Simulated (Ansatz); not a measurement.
CS2, charge +1, doublet (typed; the unrestricted solution is spin-contaminated), at a GFN2-xTB geometry (a state made from the parent by changing its charge; the spin is typed, not shown lowest), atoms displaced at random by about 0.05 Å a coordinate. Base run: HF/def2-SV(P) in Ansatz (a quantum-chemistry and plane-wave program).

Ansatz was given this input:
Ansatz 0.2 input:
```yaml
crystal:
  periodic: [false, false, false]
  atoms:
    - {symbol: S, position_ang: [-0.02987678, -0.05148278, -1.50553395]}
    - {symbol: C, position_ang: [0.00690923, -0.06063702, -0.03955057]}
    - {symbol: S, position_ang: [0.01259497, 0.05717140, 1.56906961]}
basis:
  gaussian:
    orbitals: def2-SV_P_.json
hamiltonian:
  xc: hf
total_charge: 1
magnetization: {spin_polarized: true, initial_magnetization: 1}
relax: {}
```
The basis file holds def2-SV(P) in the JSON format of the Basis Set Exchange.

Variants of this job, named by their change:

```
change                          ΔE vs base (kJ/mol)  optimiser steps  core-seconds (rough)
------------------------------  -------------------  ---------------  --------------------
base                                           0.00                5                    20
relax = max_displacement: 0.02                 0.00                6                    10
relax = f_tol: 0.002                           0.00                5                    20
relax = max_displacement: 0.5                  0.00                5                    10
relax = escape_saddle: false                   0.00                5                    20
relax = f_tol: 0.1                             0.00                4                    10
relax = f_tol: 0.05                            0.00                4                    10
```
